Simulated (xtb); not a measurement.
C$_{6}$H$_{10}$O, triplet, from a rough starting geometry (a higher spin typed on purpose: for a closed-shell molecule this is an excited state); GFN2-xTB (xtb).

xtb was given this input:
```
$ xtb mol.xyz --gfn 2 --uhf 2 --opt vtight --json

# file mol.xyz
17

O      2.67185246     0.46284478    -0.04676857
C      1.54385553     0.29318850     0.18713012
C      0.54679517     1.40309575     0.30255561
C     -0.83236598     1.05189068    -0.51520014
C     -1.34375073    -0.21434045    -0.10145174
C     -0.34744188    -1.37038104    -0.36456643
C      0.92275420    -1.09958467     0.44796545
H      0.19845414     1.54607147     1.31367140
H      0.95967595     2.34340919    -0.04188539
H     -1.48200848     1.91220684    -0.43314180
H     -0.51491879     1.05390723    -1.60199835
H     -2.25114796    -0.49690231    -0.69443689
H     -1.61216799    -0.18618279     0.92173102
H     -0.72093705    -2.31742422    -0.02080187
H     -0.10502244    -1.40366155    -1.34168838
H      1.66109057    -1.79580916     0.26442403
H      0.71466181    -1.08122927     1.62593442
```

**Question.** Predict the main parts of the log of this xtb run.

**Answer.** 
```
   ID    Z sym.   atoms
    1    8 O      1
    2    6 C      2-7
    3    1 H      8-17

           -------------------------------------------------
          |                Calculation Setup                |
           -------------------------------------------------

           -------------------------------------------------
          |                 G F N 2 - x T B                 |
           -------------------------------------------------

          ...................................................
          :                      SETUP                      :
          :.................................................:
          :  # basis functions                  38          :
          :  # atomic orbitals                  38          :
          :  # shells                           24          :
          :  # electrons                        40          :
          :  max. iterations                   250          :
          :  Hamiltonian                  GFN2-xTB          :
          :  restarted?                      false          :
          :  GBSA solvation                  false          :
          :  PC potential                    false          :
          :  electronic temp.          300.0000000     K    :
          :  accuracy                    1.0000000          :
          :  -> integral cutoff          0.2500000E+02      :
          :  -> integral neglect         0.1000000E-07      :
          :  -> SCF convergence          0.1000000E-05 Eh   :
          :  -> wf. convergence          0.1000000E-03 e    :
          :  Broyden damping             0.4000000          :
          :  net charge                          0          :
          :  unpaired electrons                  2          :
          ...................................................

 iter      E             dE          RMSdq      gap      omega  full diag
   1    -22.1179454 -0.221179E+02  0.276E+00    5.30       0.0  T
   2    -22.1472255 -0.292801E-01  0.154E+00    4.85       1.0  T
   3    -22.1483324 -0.110685E-02  0.808E-01    5.25       1.0  T
   4    -22.1494344 -0.110206E-02  0.166E-01    5.18       1.0  T
   5    -22.1496804 -0.245934E-03  0.718E-02    5.17       1.0  T
   6    -22.1496934 -0.130357E-04  0.349E-02    5.18       1.0  T
   7    -22.1496945 -0.107870E-05  0.769E-03    5.17       3.2  T
   8    -22.1496948 -0.306117E-06  0.306E-03    5.17       7.9  T
   9    -22.1496948 -0.480172E-08  0.988E-04    5.17      24.6  T
  10    -22.1496948 -0.580507E-08  0.333E-04    5.17      72.9  T

   *** convergence criteria satisfied after 10 iterations ***

 transition dipole moment (au) for excitation:          20          21
     X       Y       Z
  -0.0355  -0.0184   0.0038  total (au/Debye):    0.040   0.102
 dE (eV)             :    4.805
 oscillator strength :  0.26881E-03

         :::::::::::::::::::::::::::::::::::::::::::::::::::::
         ::                     SUMMARY                     ::
         :::::::::::::::::::::::::::::::::::::::::::::::::::::
         :: total energy             -21.826013854494 Eh    ::
         :: gradient norm              0.333143585457 Eh/a0 ::
         :: HOMO-LUMO gap              5.172736920846 eV    ::
         ::.................................................::
         :: SCC energy               -22.149665901974 Eh    ::
         :: -> isotropic ES            0.020716694647 Eh    ::
         :: -> anisotropic ES          0.002017852089 Eh    ::
         :: -> anisotropic XC          0.006711701011 Eh    ::
         :: -> dispersion             -0.011113556360 Eh    ::
         :: repulsion energy           0.323652047480 Eh    ::
         :: add. restraining           0.000000000000 Eh    ::
         :: total charge              -0.000000000000 e     ::
         :::::::::::::::::::::::::::::::::::::::::::::::::::::

      -----------------------------------------------------------
     |                   =====================                   |
     |                        A N C O P T                        |
     |                   =====================                   |
     |               Approximate Normal Coordinate               |
     |                Rational Function Optimizer                |
      -----------------------------------------------------------
      -----------------------------------------------------------
     |                   =====================                   |
     |                        A N C O P T                        |
     |                   =====================                   |
     |               Approximate Normal Coordinate               |
     |                Rational Function Optimizer                |
      -----------------------------------------------------------

          ...................................................
          :                      SETUP                      :
          :.................................................:
          :   optimization level         verytight          :
          :   max. optcycles                   340          :
          :   ANC micro-cycles                  20          :
          :   degrees of freedom                45          :
          :.................................................:
          :   RF solver                   davidson          :
          :   write xtbopt.log                true          :
          :   linear?                        false          :
          :   energy convergence         0.1000000E-06 Eh   :
          :   grad. convergence          0.2000000E-03 Eh/α :
          :   maxmium RF displ.          1.0000000          :
          :   Hlow (freq-cutoff)         0.1000000E-01      :
          :   Hmax (freq-cutoff)         5.0000000          :
          :   S6 in model hess.         20.0000000          :
          ...................................................

generating ANC from exact Hessian ...
Using Lindh-Hessian (1995)
[...]
 * total energy  :   -21.8767092 Eh     change       -0.2046754E-03 Eh
 * total energy  :   -21.8769676 Eh     change       -0.2583338E-03 Eh
 * total energy  :   -21.8771531 Eh     change       -0.1855574E-03 Eh
 * total energy  :   -21.8772688 Eh     change       -0.1157388E-03 Eh
 * total energy  :   -21.8773098 Eh     change       -0.4094348E-04 Eh
 * total energy  :   -21.8773305 Eh     change       -0.2069644E-04 Eh
 * total energy  :   -21.8773320 Eh     change       -0.1548082E-05 Eh
 * total energy  :   -21.8773345 Eh     change       -0.2456915E-05 Eh
 * total energy  :   -21.8773353 Eh     change       -0.7808363E-06 Eh
 * total energy  :   -21.8773355 Eh     change       -0.2651554E-06 Eh
 * total energy  :   -21.8773357 Eh     change       -0.1327899E-06 Eh
 * total energy  :   -21.8773357 Eh     change       -0.5416516E-07 Eh
   *** GEOMETRY OPTIMIZATION CONVERGED AFTER 20 ITERATIONS ***
         :: total energy             -21.877335726788 Eh    ::
[...]
    * Orbital Energies and Occupations

         #    Occupation            Energy/Eh            Energy/eV
      -------------------------------------------------------------
         1        2.0000           -0.6747631             -18.3612
       ...           ...                  ...                  ...
         9        2.0000           -0.5234386             -14.2435
        10        2.0000           -0.5184200             -14.1069
        11        2.0000           -0.5109286             -13.9031
        12        2.0000           -0.5047363             -13.7346
        13        2.0000           -0.4856517             -13.2153
        14        2.0000           -0.4848494             -13.1934
        15        2.0000           -0.4662246             -12.6866
        16        2.0000           -0.4600555             -12.5187
        17        2.0000           -0.4445088             -12.0957
        18        2.0000           -0.4443151             -12.0904
        19        2.0000           -0.4397192             -11.9654
        20        1.0000           -0.3825033             -10.4084
        21        1.0000           -0.2584701              -7.0333 (HOMO)
        22                          0.0738364               2.0092 (LUMO)
        23                          0.0810143               2.2045
        24                          0.0875284               2.3818
        25                          0.0896390               2.4392
        26                          0.1106993               3.0123
        27                          0.1215513               3.3076
        28                          0.1285184               3.4972
        29                          0.1605245               4.3681
        30                          0.1682937               4.5795
        31                          0.1817156               4.9447
        32                          0.1834824               4.9928
       ...                                ...                  ...
        38                          0.4333674              11.7925
      -------------------------------------------------------------
                  HL-Gap            0.3323064 Eh            9.0425 eV
             Fermi-level           -0.2517140 Eh           -6.8495 eV

     #   Z          covCN         q      C6AA      α(0)
     1   8 O        0.856    -0.351    20.728     6.104
     2   6 C        2.809     0.094    25.901     8.338
     3   6 C        3.804    -0.037    21.230     6.560
     4   6 C        3.808    -0.059    21.636     6.621
     5   6 C        3.806    -0.058    21.611     6.618
     6   6 C        3.808    -0.059    21.636     6.621
     7   6 C        3.804    -0.037    21.230     6.560
     8   1 H        0.923     0.047     2.352     2.398
     9   1 H        0.924     0.063     2.165     2.301
    10   1 H        0.924     0.054     2.275     2.359
    11   1 H        0.924     0.050     2.321     2.382
    12   1 H        0.924     0.039     2.460     2.453
    13   1 H        0.924     0.040     2.445     2.446
    14   1 H        0.924     0.054     2.275     2.359
    15   1 H        0.924     0.050     2.321     2.382
    16   1 H        0.924     0.063     2.165     2.301
    17   1 H        0.923     0.047     2.352     2.398

 Mol. C6AA /au·bohr⁶  :       2295.397792
 Mol. C8AA /au·bohr⁸  :      50550.679933
 Mol. α(0) /au        :         71.200889

Wiberg/Mayer (AO) data.
largest (>0.10) Wiberg bond orders for each atom

 ---------------------------------------------------------------------------
     #   Z sym  total        # sym  WBO       # sym  WBO       # sym  WBO
 ---------------------------------------------------------------------------
     1   8 O    1.946 --     2 C    1.603     3 C    0.103     7 C    0.103
     2   6 C    3.382 --     1 O    1.603     7 C    0.852     3 C    0.851
     3   6 C    3.960 --     4 C    1.019     9 H    0.963     8 H    0.956
                             2 C    0.851     1 O    0.103
     4   6 C    3.997 --     3 C    1.019     5 C    1.002    11 H    0.975
                            10 H    0.949
     5   6 C    3.997 --     6 C    1.002     4 C    1.002    12 H    0.977
                            13 H    0.977
     6   6 C    3.997 --     7 C    1.019     5 C    1.002    15 H    0.975
                            14 H    0.949
     7   6 C    3.960 --     6 C    1.019    16 H    0.963    17 H    0.956
                             2 C    0.852     1 O    0.103
     8   1 H    0.997 --     3 C    0.956
     9   1 H    0.996 --     3 C    0.963
    10   1 H    0.997 --     4 C    0.949
    11   1 H    0.998 --     4 C    0.975
    12   1 H    0.998 --     5 C    0.977
    13   1 H    0.998 --     5 C    0.977
    14   1 H    0.997 --     6 C    0.949
    15   1 H    0.998 --     6 C    0.975
    16   1 H    0.996 --     7 C    0.963
    17   1 H    0.997 --     7 C    0.956
 ---------------------------------------------------------------------------

Topologies differ in total number of bonds
Writing topology from bond orders to xtbtopo.mol

molecular dipole:
                 x           y           z       tot (Debye)
 q only:       -1.564      -0.290      -0.137
   full:       -1.681      -0.296       0.031       4.338
molecular quadrupole (traceless):
                xx          xy          yy          xz          yz          zz
 q only:       -9.278      -2.930       6.080      -0.782      -0.447       3.198
  q+dip:      -11.633      -3.484       6.567      -1.105      -0.388       5.066
   full:      -11.484      -3.533       7.135      -0.796      -0.448       4.349

optimized geometry written to: xtbopt.xyz

           -------------------------------------------------
          | TOTAL ENERGY              -21.877335726788 Eh   |
          | GRADIENT NORM               0.000059280387 Eh/α |
          | HOMO-LUMO GAP               9.042518646013 eV   |
           -------------------------------------------------

normal termination of xtb
```
